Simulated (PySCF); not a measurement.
Where the electron goes

Compound: C3H9PSi.
Geometry (GFN2-xTB, Å), atoms numbered from 1 in this order:
```xyz
14
C3H9PSi angstrom
C     -0.5558   -2.1318    0.0568
C     -1.0473   -0.9440    0.3791
P     -0.1418    0.4835    1.0103
C      1.6011    0.0680    0.5462
Si    -0.6389    1.9040   -0.6494
H     -1.1980   -2.9355   -0.2656
H      0.4967   -2.3552    0.0988
H     -2.1180   -0.7732    0.3515
H      1.9925   -0.6803    1.2341
H      1.6611   -0.3060   -0.4744
H      2.2021    0.9706    0.6400
H     -0.2554    1.4271   -1.9828
H      0.0842    3.1444   -0.3662
H     -2.0832    2.1280   -0.6157
```

Level of theory: PySCF, TDDFT B3LYP/def2-SVPD, vertical, gas phase, core orbitals frozen in the response.

Kohn–Sham orbitals with the atoms that hold most of them (Löwdin shares over 4%, at most four atoms; ? is withheld):

| orbital | ε (eV) | atoms |
| --- | --- | --- |
| HOMO-3 | -9.16 | C2 23%, P3 18%, C4 16%, C1 11% |
| HOMO-2 | -8.82 | P3 24%, Si5 18%, C2 17%, C4 12% |
| HOMO-1 | -8.08 | ? |
| HOMO | -6.25 | ? |
| LUMO | -0.49 | C1 31%, C2 27%, P3 10%, Si5 10% |
| LUMO+1 | -0.03 | P3 22%, Si5 19%, C4 14%, H12 7% |
| LUMO+2 | 0.39 | Si5 29%, P3 19%, H14 12%, C4 8% |

(1) Give the leading atoms of the HOMO-1.

(2) Give the leading atoms of the HOMO.

(3) The HOMO–LUMO gap is 5.75 eV. Where does the response calculation put the lowest singlet, and from which orbitals?

(4) Give energy, strength and leading configuration of S1 and S2, and follow the Löwdin shares of the leading atoms from the occupied to the empty orbital.

Results:

(1) C2 (bonded to C, P and H) 26%; P3 (bonded to 2 C and Si) 24%; C1 (bonded to C and 2 H) 19%; Si5 (bonded to P and 3 H) 10%. By element: carbon 45% or more, phosphorus 24%, silicon 10%.

(2) P3 (bonded to 2 C and Si) 45%; C1 (bonded to C and 2 H) 16%; C2 (bonded to C, P and H) 14%; Si5 (bonded to P and 3 H) 9%. By element: phosphorus 45%, carbon 30% or more, silicon 9%.

(3) S1 is at 5.25 eV (f = 0.201), 0.50 eV below the gap, made of HOMO→LUMO (87%). 

(4) 
- S1 (5.25 eV, f 0.201), HOMO→LUMO (87%): P3 45% → 10%, C1 16% → 31%, C2 14% → 27%
- S2 (5.42 eV, f 0.035), HOMO→LUMO+1 (89%): P3 45% → 22%, C1 16% → at most 8%, Si5 9% → 19%

Löwdin shares depend on the basis, the more so with diffuse functions.

One conformer stands for the species.
